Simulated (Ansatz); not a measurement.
In oxide hydroxide: r2SCAN-D4/def2-TZVP single points in Ansatz on relaxed structures, gas phase. Each cluster is the lowest isomer that a short search found in that spin, judged at the geometry's level, and lower ones may exist. Core potentials for In, no spin–orbit coupling. Binding counts from free atoms in the multiplicity of their measured ground term, without zero-point energy. The structures are stationary points that may keep the symmetry of their start. Remarks come from the PBE and PBE0 runs and from stability tests at other levels; not every state was tested. HOMO above LUMO (over both spins in singlets and doublets, within one spin in higher multiplets; at PBE or PBE0), or a gap under 0.15 eV within one spin, warns that the state may not be the lowest or that an electron is smeared out.

| species | atoms | state | geometry | HOMO (eV) | LUMO (eV) | gap (eV) | vertical triplet (eV) | binding per atom (eV) | point group (within 0.1 Å) | remarks |
| --- | --- | --- | --- | --- | --- | --- | --- | --- | --- | --- |
| InO2H (with an O–O bond) | 4 | singlet | PBE0-D4/def2-TZVP | -5.34 | -1.86 | 3.48 | 3.18 | 2.67 | – | – |
| InO3H3 | 7 | singlet | PBE0-D4/def2-SVP | -7.31 | -2.70 | 4.60 | 4.26 | 3.37 | Cs | gap within one spin near zero at PBE or PBE0 (triplet), HOMO above LUMO (triplet) |
| In2O4H2 | 8 | singlet | B3LYP-D4/def2-SVP | -6.38 | -3.29 | 3.10 | 2.65 | 3.32 | C2v | – |

The gap (eV) runs from 3.10 (In2O4H2) to 4.60 (InO3H3). The vertical triplet (eV) runs from 2.65 (In2O4H2) to 4.26 (InO3H3). The binding per atom (eV) runs from 2.67 (InO2H (with an O–O bond)) to 3.37 (InO3H3).
